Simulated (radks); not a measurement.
Valence configurations of I IV (all share [Kr]). All-electron calculation, scalar-relativistic Kohn-Sham, r2SCAN, spin-unpolarised, spherical densities, finite nucleus; meta-GGA in the generalised Kohn-Sham scheme; Fermi nuclear charge, rms radius 4.75 fm. Program: a radial shooting solver on a logarithmic mesh with Libxc functionals. Energies are relative to 4d10 5s2 5p2; eigenvalues in eV.

| valence | E (eV) | e(4d) | e(5p) | e(5s) |
|---|---|---|---|---|
| 4d10 5s2 5p2 | 0.000 | -83.596 | -34.391 | -46.942 |
| 4d10 5s1.5 5p2.5 | 6.273 | -84.254 | -34.725 | -47.278 |
| 4d10 5s1 5p3 | 12.548 | -84.905 | -35.047 | -47.604 |
| 4d9.5 5s2 5p2.5 | 25.223 | -87.233 | -35.507 | -48.375 |
| 4d9 5s2 5p3 | 51.709 | -90.852 | -36.591 | -49.773 |
| 4d9 5p5 | 78.119 | -93.322 | -37.784 | - |
| 4d8.5 5s0.5 5p5 | 99.734 | -96.273 | -38.528 | -52.071 |
| 4d8 5s2 5p4 | 108.49 | -98.041 | -38.678 | -52.478 |
| 4d8 5s1 5p5 | 122.31 | -99.232 | -39.256 | -53.094 |
| 4d7.5 5s0.5 5p6 | 160.00 | -103.36 | -40.520 | -54.685 |

NIST lists [Kr] 4d10 5s2 5p2 as the ground configuration; this level of theory agrees among the configurations tried. The energies are those of spherical spin-averaged densities, not of single terms.
